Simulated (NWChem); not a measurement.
BSiH3Cl2; SMILES [SiH3]B(Cl)Cl

Results from NWChem. All runs use the structure optimised with PBE0/def2-SVP. Total energies compare along this basis series because the functional is fixed.

```csv
level,basis functions,energy (Ha),highest occupied level (eV),orbital gap (eV),dipole (D)
PBE/cc-pVDZ,83,-1236.0414,-7.04,4.12,0.25
PBE/aug-cc-pVDZ,131,-1236.0490,-7.20,4.07,0.38
PBE/cc-pVTZ,174,-1236.0949,-7.15,4.05,0.27
PBE/aug-cc-pVTZ,265,-1236.0968,-7.19,4.03,0.35
```
